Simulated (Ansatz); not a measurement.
System: GeH₄, charge 0, singlet. GeH4 (SMILES [GeH4]).
B3LYP-D3(BJ)/def2-TZVP minimum from Ansatz (a program for electronic structure):
```xyz
5

Ge     0.0000     0.0000     0.0000
H     -0.6208    -0.8994    -1.0791
H      0.5682    -0.8726     1.1290
H     -1.0772     0.9355     0.5687
H      1.1298     0.8365    -0.6186
```
Charge 0, spin multiplicity 1.

Hartree-Fock and CCSD(T) correlation energies in hartree (Ansatz). Open shells are spin-unrestricted; no spin-orbit coupling. Correlated methods leave the cores frozen (noble-gas shells, and filled d and f shells in the p block). No relativity.

| basis | X | E(HF) | E(corr, CCSD(T)) |
|---|---|---|---|
| cc-pVTZ | 3 | -2077.71802 | -0.17067 |
| cc-pVQZ | 4 | -2077.72216 | -0.17804 |
| cc-pV5Z | 5 | -2077.72267 | withheld |

Problem. Fit E(corr) = E∞ + A/X³ to X = 3 and 4, predict X = 5, and compare with the run.

Solution. A = (-0.17067 - (-0.17804))/(1/27 - 1/64) = 0.3442; E∞ = -0.17804 - A/64 = -0.18342; at X = 5, E∞ + A/125 = -0.18066. The run gave -0.18022, 0.44 mEh above the prediction. The same form on X = 4 and 5 gives E∞ = -0.18251, 0.91 mEh above the first estimate.
